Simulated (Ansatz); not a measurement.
AlF6²⁻, that is [AlF6]3- with one electron fewer, relaxed as a doublet with UKS r2SCAN-D4/def2-SVPD in Ansatz, starting from the r2SCAN-D4/def2-SVPD geometry of the charge -3 singlet. Force threshold 0.02 eV/Å.

A multiply charged anion in the gas phase is held together partly by the finite basis. Removing one electron lowers the energy by 3.73 eV at PBE0-D4/def2-TZVPD, so it isn't bound. The highest occupied level of the relaxed charge -2 doublet lies above zero (up to 1.65 eV). The electron is either unbound and held by the finite basis, or the level is raised by self-interaction error.

Start:

```xyz
7

Al    0.0001    0.0000   -0.0001
F     1.4014    0.5467   -1.1563
F    -1.4014   -0.5467    1.1561
F    -0.7662   -1.0146   -1.4080
F     0.7661    1.0142    1.4082
F    -1.0237    1.5069   -0.5281
F     1.0239   -1.5065    0.5282
```

(1) Estimate the energy that the relaxation releases and the steps that it takes.

(2) Does the start keep its bonding and symmetry?

(3) Predict the relaxed structure.

Answers

(1) 0.14 eV, in 4 steps; 37 s on 4 threads of Intel Xeon on a shared host. No frequencies were taken in this run, so the end may be a saddle point.

(2) By distances, no bond broke or formed. The bond that changes most is Al1–F3, from 1.90 to 1.84 Å (atoms count from 1). Point group Oh at the start, Oh at the end, both within 0.05 Å.

(3) 
Cartesian coordinates in Å:
```
Al 0.000 0.000 0.000
F 1.358 0.531 -1.124
F -1.358 -0.531 1.124
F -0.741 -0.985 -1.367
F 0.741 0.985 1.367
F -0.992 1.464 -0.512
F 0.992 -1.464 0.513
```
Bond lengths: 6 × Al–F 1.84 Å.
